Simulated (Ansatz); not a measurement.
Reactions of `FCSC[SiH3]`.

Isolated molecules relaxed with PBE0-D4/def2-TZVP in Ansatz; ΔE leaves out vibrations. CCSD(T)/CBS adds triple-zeta CCSD(T) − MP2 to the extrapolated MP2 energy (def2 sets, frozen cores). This one scheme is used for every species, atoms too. DFT in def2-TZVPP. No spin–orbit coupling; open shells (•) take unrestricted orbitals. Spin–orbit coupling would lower the free atoms: a little for C, F, S, Si. For Ga outer-core shells are correlated without core-valence functions, so the limit isn't a true one: a few kJ/mol of doubt a bond, and 10 to 20 or more in all where bonds break to atoms. Scalar relativity is left out up to krypton. One conformer a species, not always the lowest.

| reaction | ωB97X-V (eV) | ωB97M-V (eV) | PBE0-D4 (eV) | CCSD(T)/CBS(def2) (eV) |
| --- | --- | --- | --- | --- |
| `FCSC[SiH3]` + H₂S → `FCSCS` + SiH₄ | 0.40 | 0.43 | 0.41 | 0.43 |
| `FCSC[SiH3]` + `N[SiH2]S` → `N[SiH2]S[SiH3]` + `CSCF` | -0.73 | -0.72 | -0.76 | -0.73 |
| `FCSC[SiH3]` → `[CH]F` + `[SiH3]CS` | 3.87 | 3.79 | 4.07 | 3.81 |
| `FCSC[SiH3]` → 2 C• + F• + 7 H• + S• + Si• | 42.95 | 42.88 | 42.72 | 42.72 |
| `FCSC[SiH3]` → `C[Si](C)(F)S` | -4.01 | -4.11 | -4.03 | -4.16 |
| `FCSC[SiH3]` → `CSCF` + `[SiH2]` | 2.47 | 2.33 | 2.49 | 2.38 |
| `FCSC[SiH3]` + H₂S → `[SiH3]CSCS` + H–F | -0.15 | -0.19 | -0.25 | -0.33 |
| `FCSC[SiH3]` + `C[SiH2]BO` → `C[SiH2]BO[SiH3]` + `CSCF` | -0.88 | -0.86 | -0.80 | -0.89 |
| `FCSC[SiH3]` + H₂O → `OCSC[SiH3]` + H–F | -0.01 | -0.02 | -0.06 | -0.07 |
| `FCSC[SiH3]` + `[SH][GaH2]` → `[SiH3]C[S][GaH2]` + `FCS` | 0.16 | 0.15 | 0.13 | 0.13 |

Largest T1 diagnostic: 0.018, for `[CH]F`.
